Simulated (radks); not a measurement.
Polarisability of neutral rhodium, [Kr] 4d8 5s1, at imaginary frequency. Calculated with a radial shooting solver on a logarithmic mesh with Libxc functionals: scalar-relativistic Kohn-Sham, LB94 model potential, spin-polarised, spherical densities, finite nucleus; open shells are filled with parallel spins first (spin-orbit coupling, left out, can overturn this in heavy ions); Fermi nuclear charge, rms radius 4.4945 fm. Response by self-consistent Sternheimer equations with the Hartree and adiabatic LDA kernel, the relativistic mass of each level held fixed and spin-orbit coupling left out.

| w (hartree) | alpha1(iw) (bohr^3) |
|---|---|
| 0.00266 | 39.88 |
| 0.0143 | 39.70 |
| 0.0360 | 38.74 |
| 0.0697 | 36.00 |
| 0.118 | 30.92 |
| 0.186 | 24.36 |
| 0.280 | 18.00 |
| 0.413 | 12.84 |
| 0.605 | 8.941 |
| 0.892 | 6.004 |
| 1.35 | 3.764 |
| 2.12 | 2.090 |
| 3.59 | 0.9527 |
| 6.94 | 0.3247 |
| 17.5 | 0.07201 |

Static values: alpha1 = 39.89 bohr^3 (5.911 angstrom^3; uncoupled 67.33). C6 = 325.4, triple-dipole C9 = 8643 atomic units. One-pole (London) frequency 4 C6 / (3 alpha1^2) = 0.273 hartree, against 0.330 for minus the highest occupied eigenvalue. Recommended static value: 66 bohr^3 (Schwerdtfeger and Nagle, 2023 table).
